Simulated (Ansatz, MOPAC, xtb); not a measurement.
The molecule LiCl-, multiplicity 2 (lowest of 2S+1 = 2, 4 at CCSD(T)/def2-TZVPP on PBE0 minima; our sources give no spin for the ground state, which may be another).

Seven points along R, fitted to fifth degree in 1/R; most abundant isotopes. In def2 and cc sets the state is the lowest found near the PBE0 minimum, followed along R.

Run with Ansatz (a program for electronic structure) with Gaussian orbitals; MOPAC for AM1 (differences of heats of formation); xtb for the GFN methods.  The GFN methods have no spin term and hold the electronic entropy of 300 K.

```json
[
 {"level": "AM1", "r_e (Å)": "2.255", "ω_e (cm⁻¹)": "468", "ω_e x_e (cm⁻¹)": "4.8", "B_e (cm⁻¹)": "0.567"},
 {"level": "GFN1-xTB", "r_e (Å)": "2.222", "ω_e (cm⁻¹)": "330", "ω_e x_e (cm⁻¹)": "8.7", "B_e (cm⁻¹)": "0.584"},
 {"level": "SVWN5/def2-TZVPP", "r_e (Å)": "2.106", "ω_e (cm⁻¹)": "516", "ω_e x_e (cm⁻¹)": "5.6", "B_e (cm⁻¹)": "0.651"},
 {"level": "PBE/def2-TZVPP", "r_e (Å)": "2.141", "ω_e (cm⁻¹)": "494", "ω_e x_e (cm⁻¹)": "5.3", "B_e (cm⁻¹)": "0.629"},
 {"level": "r2SCAN/def2-TZVPP", "r_e (Å)": "2.148", "ω_e (cm⁻¹)": "491", "ω_e x_e (cm⁻¹)": "5.2", "B_e (cm⁻¹)": "0.625"},
 {"level": "B97M-V/def2-TZVPP", "r_e (Å)": "2.130", "ω_e (cm⁻¹)": "498", "ω_e x_e (cm⁻¹)": "5.9", "B_e (cm⁻¹)": "0.636"},
 {"level": "B3LYP/def2-TZVPP", "r_e (Å)": "2.140", "ω_e (cm⁻¹)": "494", "ω_e x_e (cm⁻¹)": "5.4", "B_e (cm⁻¹)": "0.630"},
 {"level": "PBE0/def2-TZVPP", "r_e (Å)": "2.135", "ω_e (cm⁻¹)": "500", "ω_e x_e (cm⁻¹)": "5.4", "B_e (cm⁻¹)": "0.633"},
 {"level": "BHLYP/def2-TZVPP", "r_e (Å)": "2.130", "ω_e (cm⁻¹)": "505", "ω_e x_e (cm⁻¹)": "5.6", "B_e (cm⁻¹)": "0.636"},
 {"level": "CAM-B3LYP/def2-TZVPP", "r_e (Å)": "2.128", "ω_e (cm⁻¹)": "504", "ω_e x_e (cm⁻¹)": "5.5", "B_e (cm⁻¹)": "0.637"},
 {"level": "wB97X-V/def2-TZVPP", "r_e (Å)": "2.147", "ω_e (cm⁻¹)": "495", "ω_e x_e (cm⁻¹)": "5.2", "B_e (cm⁻¹)": "0.626"},
 {"level": "wB97M-V/def2-TZVPP", "r_e (Å)": "2.144", "ω_e (cm⁻¹)": "486", "ω_e x_e (cm⁻¹)": "5.3", "B_e (cm⁻¹)": "0.628"},
 {"level": "B2PLYP/def2-TZVPP", "r_e (Å)": "2.138", "ω_e (cm⁻¹)": "500", "ω_e x_e (cm⁻¹)": "5.5", "B_e (cm⁻¹)": "0.631"},
 {"level": "CCSD/aug-cc-pV(T+d)Z", "r_e (Å)": "2.144", "ω_e (cm⁻¹)": "502", "ω_e x_e (cm⁻¹)": "5.5", "B_e (cm⁻¹)": "0.628"},
 {"level": "CCSD/def2-TZVPP", "r_e (Å)": "2.146", "ω_e (cm⁻¹)": "499", "ω_e x_e (cm⁻¹)": "5.4", "B_e (cm⁻¹)": "0.626"},
 {"level": "CCSD/aug-cc-pV(Q+d)Z", "r_e (Å)": "2.136", "ω_e (cm⁻¹)": "507", "ω_e x_e (cm⁻¹)": "5.5", "B_e (cm⁻¹)": "0.632"},
 {"level": "CCSD/def2-QZVPP", "r_e (Å)": "2.136", "ω_e (cm⁻¹)": "506", "ω_e x_e (cm⁻¹)": "5.4", "B_e (cm⁻¹)": "0.632"},
 {"level": "CCSD(T)/aug-cc-pV(T+d)Z", "r_e (Å)": "2.147", "ω_e (cm⁻¹)": "499", "ω_e x_e (cm⁻¹)": "5.4", "B_e (cm⁻¹)": "0.626"},
 {"level": "CCSD(T)/def2-TZVPP", "r_e (Å)": "2.145", "ω_e (cm⁻¹)": "500", "ω_e x_e (cm⁻¹)": "5.4", "B_e (cm⁻¹)": "0.627"},
 {"level": "CCSD(T)/aug-cc-pV(Q+d)Z", "r_e (Å)": "2.139", "ω_e (cm⁻¹)": "504", "ω_e x_e (cm⁻¹)": "5.5", "B_e (cm⁻¹)": "0.630"},
 {"level": "CCSD(T)/def2-QZVPP", "r_e (Å)": "2.137", "ω_e (cm⁻¹)": "505", "ω_e x_e (cm⁻¹)": "5.4", "B_e (cm⁻¹)": "0.632"},
 {"level": "CCSD(T)/CBS(aug-cc-pV(T+d)Z, aug-cc-pV(Q+d)Z)", "r_e (Å)": "2.136", "ω_e (cm⁻¹)": "507", "ω_e x_e (cm⁻¹)": "5.5", "B_e (cm⁻¹)": "0.632"}
]
```

Correlated levels freeze the inner cores; with def2 sets outer-core shells near the valence are correlated too. CBS(a, b) extrapolates the correlation energy as X⁻³ and adds the Hartree–Fock energy of set b. The state that AM1 reach isn't checked.
